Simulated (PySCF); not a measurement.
## Spin states of BeSe⁺

Unrestricted PBE0; basis Be pcseg-1, Se pcseg-1; no relativity; PySCF 2.14. Outer shells of the fragments: Be+ 2s1; Se 3d10 4s2 4p4.

Followed along the bond (rough minima from three points):

| 2Ms+1 | unpaired | ⟨S²⟩ at the start | R at minimum (Å) | Te (eV) |
| --- | --- | --- | --- | --- |
| 2 | π ↑ | 0.76 | 1.98 | 0.00 |
| 4 | σ ↑, π ↑↑ | 3.75 | none in the scan | ≤ 1.09 |
| 2 | σ ↓, π ↑↑ | 1.75 | none in the scan | ≤ 1.21 |
| 2 | σ ↑, π ↑↓ | 1.76 | none in the scan | ≤ 1.58 |

Solutions found at the starting distance of 2.175 Å, counted from the lowest of them; the search is not exhaustive and high or unbound solutions are not listed, so other states can lie among these:

```json
{"2Ms+1": "2", "unpaired": "π ↑", "term": "²Π", "E (eV)": "0.00", "⟨S²⟩": "0.76", "⟨Lz²⟩": "1.01", "μ (D)": "-9.09"}
{"2Ms+1": "4", "unpaired": "σ ↑, π ↑↑", "term": "⁴Σ⁻", "E (eV)": "0.96", "⟨S²⟩": "3.75", "⟨Lz²⟩": "0.00", "μ (D)": "-2.94"}
{"2Ms+1": "2", "unpaired": "σ ↓, π ↑↑", "term": "mixed", "E (eV)": "1.07", "⟨S²⟩": "1.75", "⟨Lz²⟩": "0.00", "μ (D)": "-2.89"}
{"2Ms+1": "2", "unpaired": "σ ↑, π ↑↓", "term": "mixed", "E (eV)": "1.44", "⟨S²⟩": "1.76", "⟨Lz²⟩": "2.01", "μ (D)": "-2.91"}
{"2Ms+1": "2", "unpaired": "σ ↑", "term": "mixed", "E (eV)": "2.69", "⟨S²⟩": "0.75", "⟨Lz²⟩": "2.00", "μ (D)": "-2.83"}
{"2Ms+1": "4", "unpaired": "σ ↑↑, π ↑", "term": "⁴Π", "E (eV)": "2.96", "⟨S²⟩": "3.75", "⟨Lz²⟩": "1.01", "μ (D)": "-3.31"}
{"2Ms+1": "4", "unpaired": "π ↑↑↑", "term": "⁴Π", "E (eV)": "3.50", "⟨S²⟩": "3.76", "⟨Lz²⟩": "1.00", "μ (D)": "-4.79"}
{"2Ms+1": "4", "unpaired": "σ ↑, π ↑↑", "term": "mixed", "E (eV)": "5.34", "⟨S²⟩": "3.75", "⟨Lz²⟩": "2.00", "μ (D)": "-5.21"}
{"2Ms+1": "4", "unpaired": "σ ↑, π ↑↑", "term": "mixed", "E (eV)": "5.56", "⟨S²⟩": "3.75", "⟨Lz²⟩": "2.00", "μ (D)": "-5.32"}
{"2Ms+1": "2", "unpaired": "π ↑", "term": "²Π", "E (eV)": "8.57", "⟨S²⟩": "0.75", "⟨Lz²⟩": "1.00", "μ (D)": "2.87"}
```

A term symbol is given only where ⟨S²⟩ and ⟨Lz²⟩ are close to those of a pure state; real π, δ and φ orbitals otherwise mix terms. A positive dipole points towards Se; it is taken about the centre of mass and depends on that origin.

Spin–orbit coupling is left out. Counting both spins, an empty level lies below a filled one in some of these solutions, because spin and occupation are held.
